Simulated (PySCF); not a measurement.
## Fractional electron number in As⁻ (arsenic, charge -1)

The 4p beta orbital of [Ar] 3d10 4s2 4p4 is emptied in steps (occupation f), with all orbitals relaxed, ending at [Ar] 3d10 4s2 4p3. All numbers are calculated (PySCF 2.14, no relativity, point nucleus, in def2-TZVPPD (7s5p5d1f, 54 functions)). The exact energy is a straight line in f; departures are measured from the line between the end points of the same method.

Question: Among UHF, LDA, PBE, PBE0, r2SCAN, LC-wPBE, BHandHLYP, TPSS, B3LYP, which shows the largest delocalisation error (convex curve), and which is closest to linear?

Answer: Most convex: LDA (-0.869 eV at f = 0.5); closest to linear: LC-wPBE (0.053 eV).

| f | UHF (eV) | LDA (eV) | PBE (eV) | PBE0 (eV) | r2SCAN (eV) | LC-wPBE (eV) | BHandHLYP (eV) | TPSS (eV) | B3LYP (eV) |
| --- | --- | --- | --- | --- | --- | --- | --- | --- | --- |
| 1 | 0.000 | 0.000 | 0.000 | 0.000 | 0.000 | 0.000 | 0.000 | 0.000 | 0.000 |
| 0.75 | 0.142 | -0.652 | -0.621 | -0.431 | -0.575 | 0.036 | -0.279 | -0.597 | -0.502 |
| 0.5 | 0.182 | -0.869 | -0.823 | -0.569 | -0.746 | 0.053 | -0.375 | -0.790 | -0.670 |
| 0.25 | 0.132 | -0.651 | -0.613 | -0.421 | -0.535 | 0.044 | -0.285 | -0.589 | -0.502 |
| 0 | 0.000 | 0.000 | 0.000 | 0.000 | 0.000 | 0.000 | 0.000 | 0.000 | 0.000 |

```tsv
method	E(f=0) − E(f=1) (eV)	−ε at f=1 (eV)	−ε at f=0.5 (eV)
UHF	-0.703	0.082	-0.729
LDA	0.532	-2.942	0.534
PBE	0.325	-2.997	0.345
PBE0	0.322	-1.996	0.348
r2SCAN	0.386	-2.731	0.487
LC-wPBE	0.408	0.582	0.429
BHandHLYP	0.284	-1.194	0.270
TPSS	0.355	-2.845	0.377
B3LYP	0.450	-2.228	0.450
```

At f = 1 the orbital energy is positive for LDA, PBE, PBE0, r2SCAN, BHandHLYP, TPSS, B3LYP: only the finite basis holds the electron.

Reference removal energy between the ground levels: 0.804 eV (measured; photodetachment measurements, as compiled on the Wikipedia data page of electron affinities). The calculation has no spin-orbit coupling. UHF lacks correlation.
